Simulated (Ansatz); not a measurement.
# Ligand exchange: Cd(CH3)Cl + C2H5FSn → Cd(CH3)F + C2H5ClSn

Species: Cd(CH3)Cl, singlet; C2H5FSn `C=[CH][SnH2][F]`, singlet; Cd(CH3)F, singlet; C2H5ClSn `C=[CH][SnH2][Cl]`, singlet. The partners trade Cl for F: Cd–Cl and Sn–F bonds give way to Cd–F and Sn–Cl.

Shapes, held fixed at every level: PBE0-D4/def2-TZVP. Flexible molecules stand in one conformer, not always the lowest. Programs: Ansatz 0.2.0. The zero-point and thermal change to 298 K, harmonic and unscaled (PBE0-D4/def2-TZVP), is 0.0 kJ/mol.

```json
{"level": "HF/def2-SVP", "kind": "Hartree–Fock", "ΔH(298 K) (kJ/mol)": "+51.9", "less CCSD(T)/def2-TZVPP": "+8.7"}
{"level": "HF/def2-TZVPP", "kind": "Hartree–Fock", "ΔH(298 K) (kJ/mol)": "+56.0", "less CCSD(T)/def2-TZVPP": "+12.8"}
{"level": "r2SCAN-D4/def2-TZVPP", "kind": "meta-GGA", "ΔH(298 K) (kJ/mol)": "+40.6", "less CCSD(T)/def2-TZVPP": "-2.6"}
{"level": "B3LYP-D4/def2-TZVPP", "kind": "global hybrid", "ΔH(298 K) (kJ/mol)": "+40.3", "less CCSD(T)/def2-TZVPP": "-2.9"}
{"level": "PBE0-D4/def2-TZVPP", "kind": "global hybrid", "ΔH(298 K) (kJ/mol)": "+41.4", "less CCSD(T)/def2-TZVPP": "-1.8"}
{"level": "wB97M-V/def2-TZVPP", "kind": "range-separated hybrid", "ΔH(298 K) (kJ/mol)": "+44.0", "less CCSD(T)/def2-TZVPP": "+0.8"}
{"level": "MP2/def2-TZVPP", "kind": "perturbation theory", "ΔH(298 K) (kJ/mol)": "+42.7", "less CCSD(T)/def2-TZVPP": "-0.5"}
{"level": "CCSD(T)/def2-TZVPP", "kind": "coupled cluster or CI", "ΔH(298 K) (kJ/mol)": "+43.2", "less CCSD(T)/def2-TZVPP": "0.0"}
```

The highest level, CCSD(T)/def2-TZVPP, gives ΔH(298 K) = +43.2 kJ/mol; the levels span +40.3 to +56.0. The column of differences is taken from that level and isn't an error. No measured value is set beside it here. For atoms past krypton def2 sets carry core potentials with scalar relativity. Correlated rows may include outer-core shells of Cd, Sn, which these sets cover unevenly.
